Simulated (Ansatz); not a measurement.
Ansatz (a first-principles code) input file for Nb(OH)4 (H₄NbO₄), SMILES [OH][Nb]([OH])([OH])[OH] (connectivity only; charge and spin as stated), neutral, multiplicity 2, CAM-B3LYP/def2-TZVPD. Geometry optimised at B3LYP-D3(BJ)/def2-SVP. The spin state was assumed, not searched. The def2 effective core potentials stand for the cores of Nb; spin–orbit coupling is left out. The values are those of a single conformer.

Ansatz 0.2 input:
```yaml
crystal:
  periodic: [false, false, false]
  atoms:
    - {symbol: Nb, position_ang: [0.00000000, 0.00000000, -0.00000000]}
    - {symbol: O, position_ang: [0.74026759, 1.22768644, -1.26823437]}
    - {symbol: H, position_ang: [1.53032682, 1.78018110, -1.25071723]}
    - {symbol: O, position_ang: [-0.74026760, 1.22768639, 1.26823441]}
    - {symbol: H, position_ang: [-1.53032682, 1.78018105, 1.25071730]}
    - {symbol: O, position_ang: [-0.74026760, -1.22768640, -1.26823440]}
    - {symbol: H, position_ang: [-1.53032682, -1.78018106, -1.25071729]}
    - {symbol: O, position_ang: [0.74026760, -1.22768644, 1.26823437]}
    - {symbol: H, position_ang: [1.53032682, -1.78018109, 1.25071723]}
basis:
  gaussian:
    orbitals: def2-TZVPD
hamiltonian:
  xc: {name: CAM-B3LYP}
magnetization: {spin_polarized: true, initial_magnetization: 1}
```

Program output:

```
WARN ansatz: RAYON_NUM_THREADS=2 ignored (pool sized by the plan → 2); use --threads N
Functional definition: CAM-B3LYP
integrals: 0.21 GiB planned
1295 factors; their error is unknown
integrals: 0.25 GiB planned
465 factors; integrals over basis functions are off by at most 1.3e-5 eV
mean field: 2.52 GiB planned
mean field evaluation 1: about -9789.5455 eV, gradient 7.8e1 eV
mean field evaluation 2: about -9734.7214 eV, gradient 1.5e2 eV
mean field evaluation 4: about -9808.8521 eV, gradient 5.1e0 eV
mean field evaluation 8: about -9809.0031 eV, gradient 1.0e-1 eV
mean field evaluation 16: about -9809.0342 eV, gradient 1.1e-3 eV
mean field -9809.03415800 eV, -360.4753565045 hartree, gradient 5.3e-5 eV, S^2 0.751486; 0 other end points of the search recorded, 0 dependent functions left out
reference -9809.03431266 eV, -360.4753621881 hartree; 25, 24 occupied and 211, 212 virtual orbitals, 1295 factors
Total energy: -9809.03431266 eV, -360.4753621881 hartree
```

Self-consistency was reached.

Cost: around 20 core-seconds (rough).
